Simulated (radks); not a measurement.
Values are calculated unless marked as measured or tabulated.
Task: The mean radii <r> (bohr) of the occupied orbitals of an atom or ion are listed with their occupations. Code: a radial shooting solver on a logarithmic mesh with Libxc functionals. Model: Dirac Kohn-Sham, PBE, spin-unpolarised, spherical densities, point nucleus.

orbital  occ.      <r>
1s1/2       2  0.02318
2s1/2       2  0.09845
2p1/2       2  0.08245
2p3/2       4  0.08896
3s1/2       2   0.2601
3p1/2       2   0.2498
3p3/2       4   0.2624
3d3/2       4   0.2339
3d5/2       6   0.2378
4s1/2       2   0.5929
4p1/2       2   0.6082
4p3/2       4   0.6368
4d3/2       4   0.6828
4d5/2       6   0.6930
5s1/2       2    1.442
5p1/2       2    1.628
5p3/2       4    1.720
6s1/2       1    3.968
4f5/2       5    1.047

Name the element and its charge. Open shells, if any, fill j = l - 1/2 first.

Result: Z = 61, promethium, charge +1: Pm+ in [Xe] 4f5 6s1. The 1s radius gives Z: for a bare nucleus <r> = (2 gamma + 1)/(2Z) with gamma = sqrt(1 - (Z/c)^2), 0.02288 bohr for Z = 61, and screening makes it slightly larger (0.02318 here). The occupations add up to 60, and the charge is Z minus that.
